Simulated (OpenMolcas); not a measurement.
Pr4+ with 6 ligands (water) in octahedral coordination (Th) at 2.21 Å. Ligand basis ANO-RCC-VDZP.
```
Pr    0.0000    0.0000    0.0000
O     2.2100    0.0000    0.0000
H     2.7870    0.7797    0.0000
H     2.7870   -0.7797    0.0000
O     0.0000    2.2100    0.0000
H     0.0000    2.7870    0.7797
H     0.0000    2.7870   -0.7797
O    -2.2100    0.0000    0.0000
H    -2.7870    0.7797    0.0000
H    -2.7870   -0.7797    0.0000
O     0.0000   -2.2100    0.0000
H     0.0000   -2.7870    0.7797
H     0.0000   -2.7870   -0.7797
O     0.0000    0.0000    2.2100
H     0.7797    0.0000    2.7870
H    -0.7797    0.0000    2.7870
O     0.0000    0.0000   -2.2100
H     0.7797    0.0000   -2.7870
H    -0.7797    0.0000   -2.7870
```

```json
{
  "Program": "OpenMolcas 26.06",
  "Method": "SS-CASPT2, IPEA 0.25 Eh, imaginary shift 0.1 Eh (closed shells correlated: 5s 5p and the ligand valence shells)",
  "Basis": "ANO-RCC-VDZP [7s6p4d2f1g]",
  "Scalar Hamiltonian": "DKH2, point nucleus",
  "Active space": "1 electron in 7 orbitals (4f)",
  "State averaging": "2S+1 = 2 odd, 7 roots",
  "Spin-orbit coupling": "RASSI with atomic mean-field integrals over the reference wave functions"
}
```

Problem. What is the spin-free ground state (labels of O, taken over from Oh, the nearest higher group)?

Solution. 2A2, 1-fold in its orbital part, 100 % from free-ion F terms; it has the highest spin that f1 allows.

Problem. Where is the first state of the same spin?

Solution. 2T2 at 407 cm-1 above the ground state.

Problem. What are the lowest two levels with spin-orbit coupling?

Solution. A 2-fold level Γ7 with g = 1.31, 1.31, 1.31, then a 4-fold level Γ8 1220 cm-1 above it. Their leading multiplicities are 2 (100 %) and 2 (100 %).

Problem. What is χT at 300 K, and how does it compare with the textbook value?

Solution. Hund's rules give f1 the level 2F5/2 with g = 0.857, so an isolated free-ion multiplet has χT = g² J(J+1) / 8 = 0.804 cm3 K/mol. The computed 0.348 at 300 K differs by -57 %, through the field's splitting, the mixing of terms and any other multiplet in reach.

Over all roots computed the reference weight is 0.70; a low but even weight reflects the number of correlated electrons. Splittings of an f shell from a small cluster at a set distance can be off by tens of per cent, mostly too small. No measured value stands beside these numbers; the geometry was imposed, not optimised, and the real ion may take another.
